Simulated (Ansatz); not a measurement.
Mulliken charges of ClH4NO2Zr (`[NH2][Zr]([OH])([OH])[Cl]`) from ωB97M-V/def2-TZVPP in Ansatz (PBE0-D4/def2-TZVP geometry).

| atom | x (Å) | y (Å) | z (Å) | charge (e) |
| --- | --- | --- | --- | --- |
| N1 | 1.243 | 1.098 | 0.279 | -0.515 |
| Zr2 | -0.312 | -0.073 | -0.270 | 1.272 |
| O3 | 0.402 | -1.801 | -0.677 | -0.491 |
| O4 | -1.595 | -0.003 | 1.148 | -0.491 |
| Cl5 | -1.327 | 0.804 | -2.245 | -0.336 |
| H6 | 1.189 | 1.889 | 0.906 | 0.115 |
| H7 | 2.201 | 0.978 | -0.019 | 0.115 |
| H8 | 0.523 | -2.727 | -0.862 | 0.166 |
| H9 | -2.324 | -0.166 | 1.739 | 0.166 |

Question: By hand: the dipole of these point charges (1 e Å = 4.8032 D).

Answer: Σ q r = (0.086, -0.193, 0.284) e Å, of length 0.354 e Å = 1.70 D.

Question: How does the dipole of the full density compare? (An estimate is asked.)

Answer: The calculation gave: (0.177, -0.376, 0.564) e Å, 3.36 D; the point charges give 0.51 times that, at 1° from its direction.

Point charges leave out the atoms' own dipoles, such as those of lone pairs, and Mulliken's split depends on the basis, so the two needn't agree.
